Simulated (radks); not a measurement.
Question: The mean radii <r> (bohr) of the occupied orbitals of an atom or ion are listed with their occupations. Calculated with a radial shooting solver on a logarithmic mesh with Libxc functionals: scalar-relativistic Kohn-Sham, SCAN, spin-polarised, spherical densities, finite nucleus; meta-GGA in the generalised Kohn-Sham scheme; Fermi nuclear charge, rms radius of each element as measured or else 0.836 A^(1/3) + 0.57 fm.

orbital  occ.      <r>
1s down     1  0.01899
1s up       1  0.01899
2s up       1  0.08034
2s down     1  0.08034
2p up       3  0.07172
2p down     3  0.07172
3s down     1   0.2084
3s up       1   0.2084
3p down     3   0.2084
3p up       3   0.2084
3d up       5   0.1891
3d down     5   0.1891
4s up       1   0.4681
4s down     1   0.4681
4p up       3   0.4973
4p down     3   0.4972
4d up       5   0.5352
4d down     5   0.5350
5s up       1    1.136
5s down     1    1.132
5p up       3    1.344
5p down     3    1.330
4f up       7   0.6784
4f down     7   0.6723
5d up       2    2.095

Name the element and its charge. Open shells, if any, are filled with parallel spins first.

Answer: Z = 72, hafnium, charge +2: Hf2+ in [Xe] 4f14 5d2. The 1s radius gives Z: for a bare nucleus <r> = (2 gamma + 1)/(2Z) with gamma = sqrt(1 - (Z/c)^2), 0.01876 bohr for Z = 72, and screening makes it slightly larger (0.01899 here). The occupations add up to 70, and the charge is Z minus that.
